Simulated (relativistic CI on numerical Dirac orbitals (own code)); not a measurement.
# Bi⁹⁺: q coefficients and field-shift factors

Computed by Dirac-Coulomb-Breit CI, KLI orbitals optimised for each configuration, derivatives by finite differences, unscaled Slater integrals, QED left out (own radial code, finite nucleus).

Configuration list (outside the closed core [Kr] 4d10 4f14): 5s²5p⁶5d⁶, 5s²5p⁶5d⁵6s, 5s²5p⁶5d⁵5f, 5s²5p⁶5d⁴6s², 5s²5p⁴5d⁸, 5s5p⁶5d⁷, 5p⁶5d⁸, 5s5p⁶5d⁵6s². Levels of other configurations are missing.

With x = (α/α₀)² − 1 an excitation energy changes as ω = ω₀ + qx; K = 2q/ω₀ is the relative enhancement. Terms are leading LS components, so labels can repeat. The field-shift factor is F = δν/δ⟨r²⟩ for the transition from the lowest level.

Lowest level 5s²5p⁶5d⁶ ⁵D4.

```tsv
Level	ω₀ (cm⁻¹)	q (cm⁻¹)	K	F (GHz/fm²)
5s²5p⁶5d⁶ ³P2	8553.7	-464.8	-0.109	-0.0883
5s²5p⁶5d⁶ ⁵D3	19493.4	25010	2.57	2.45
5s²5p⁶5d⁶ ⁵D0	20223.2	10730	1.06	1.9
5s²5p⁶5d⁶ ⁵D1	24233.0	25530	2.11	2.63
5s²5p⁶5d⁶ ⁵D4	29496.6	15800	1.07	2.08
5s²5p⁶5d⁶ ³G5	39446.1	20180	1.02	2.37
5s²5p⁶5d⁶ ³H6	40670.3	21030	1.03	1.98
5s²5p⁶5d⁶ ³F2	43697.5	24640	1.13	2.32
5s²5p⁶5d⁶ ³F3	45122.1	23120	1.02	3.31
5s²5p⁶5d⁶ ⁵D2	48352.9	40670	1.68	3.87
5s²5p⁶5d⁶ ¹S0	56498.3	39920	1.41	6.06
5s²5p⁶5d⁶ ³D1	58035.4	27550	0.95	4.86
5s²5p⁶5d⁶ ³G4	58637.1	31910	1.09	3.79
```

At this charge energies of transitions that change n are usually good to better than 1 %, and those within a shell (Δn = 0) to a few per cent. Terms inside the open d or f shell come out 10 to 20 % too wide with unscaled integrals. Levels and lines within the n = 5 or 6 shells can be off by up to 10 % or somewhat more, and those that change n by about 2 %, since core polarisation is missing.
